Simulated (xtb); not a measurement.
zinc atom (Zn), singlet (GFN-xTB shapes and energies of metal compounds can be far from the true ones); GFN2-xTB (xtb).

Here is a job for xtb.
```
$ xtb mol.xyz --gfn 2 --ohess --json

# file mol.xyz
1

Zn     0.00000000     0.00000000     0.00000000
```

It wrote (shortened):

```
   ID    Z sym.   atoms
    1   30 Zn     1

           -------------------------------------------------
          |                Calculation Setup                |
           -------------------------------------------------

           -------------------------------------------------
          |                 G F N 2 - x T B                 |
           -------------------------------------------------

          ...................................................
          :                      SETUP                      :
          :.................................................:
          :  # basis functions                   4          :
          :  # atomic orbitals                   4          :
          :  # shells                            2          :
          :  # electrons                         2          :
          :  max. iterations                   250          :
          :  Hamiltonian                  GFN2-xTB          :
          :  restarted?                      false          :
          :  GBSA solvation                  false          :
          :  PC potential                    false          :
          :  electronic temp.          300.0000000     K    :
          :  accuracy                    1.0000000          :
          :  -> integral cutoff          0.2500000E+02      :
          :  -> integral neglect         0.1000000E-07      :
          :  -> SCF convergence          0.1000000E-05 Eh   :
          :  -> wf. convergence          0.1000000E-03 e    :
          :  Broyden damping             0.4000000          :
          :  net charge                          0          :
          :  unpaired electrons                  0          :
          ...................................................

 iter      E             dE          RMSdq      gap      omega  full diag
   1     -0.5275214 -0.527521E+00  0.311E-16    6.19       6.2  T
   2     -0.5275214  0.000000E+00  0.249E-16    6.19       6.2  T
   3     -0.5275214  0.000000E+00  0.192E-16    6.19       6.2  T

   *** convergence criteria satisfied after 3 iterations ***

         :::::::::::::::::::::::::::::::::::::::::::::::::::::
         ::                     SUMMARY                     ::
         :::::::::::::::::::::::::::::::::::::::::::::::::::::
         :: total energy              -0.527521402296 Eh    ::
         :: gradient norm              0.000000000000 Eh/a0 ::
         :: HOMO-LUMO gap              6.185399000000 eV    ::
[...]
         :: total energy              -0.527521402296 Eh    ::
[...]
          :  rotational number                       1      :
          :  scaling factor                  1.0000000      :
          :  rotor cutoff                   50.0000000 cm⁻¹ :
          :  imag. cutoff                  -20.0000000 cm⁻¹ :
          :.................................................:

    mode    ω/cm⁻¹     T·S(HO)/kcal·mol⁻¹    T·S(FR)/kcal·mol⁻¹   T·S(vib)
   ------------------------------------------------------------------------
   ------------------------------------------------------------------------

   temp. (K)  partition function   enthalpy   heat capacity  entropy
                                   cal/mol     cal/K/mol   cal/K/mol   J/K/mol
 298.15  VIB   1.00                    0.000      0.000      0.000
         ROT   1.00                    0.000      0.000      0.000
         INT   1.00                    0.000      0.000      0.000
         TR   0.511E+27             1481.254      4.968     38.434
         TOT                        1481.2539     4.9681    38.4338   160.8069

       T/K    H(0)-H(T)+PV         H(T)/Eh          T*S/Eh         G(T)/Eh
   ------------------------------------------------------------------------
    298.15    0.236053E-02    0.236053E-02    0.182611E-01   -0.159006E-01
   ------------------------------------------------------------------------

         :::::::::::::::::::::::::::::::::::::::::::::::::::::
         ::                  THERMODYNAMIC                  ::
         :::::::::::::::::::::::::::::::::::::::::::::::::::::
         :: total free energy          -0.543421995824 Eh   ::
         ::.................................................::
         :: total energy               -0.527521402296 Eh   ::
         :: zero point energy           0.000000000000 Eh   ::
         :: G(RRHO) w/o ZPVE           -0.015900593527 Eh   ::
         :: G(RRHO) contrib.           -0.015900593527 Eh   ::
         :::::::::::::::::::::::::::::::::::::::::::::::::::::

optimized geometry written to: xtbopt.xyz

           -------------------------------------------------
          | TOTAL ENERGY               -0.527521402296 Eh   |
          | TOTAL ENTHALPY             -0.525160873917 Eh   |
          | TOTAL FREE ENERGY          -0.543421995824 Eh   |
          | GRADIENT NORM               0.000000000000 Eh/α |
          | HOMO-LUMO GAP               6.185399000000 eV   |
           -------------------------------------------------

normal termination of xtb
```
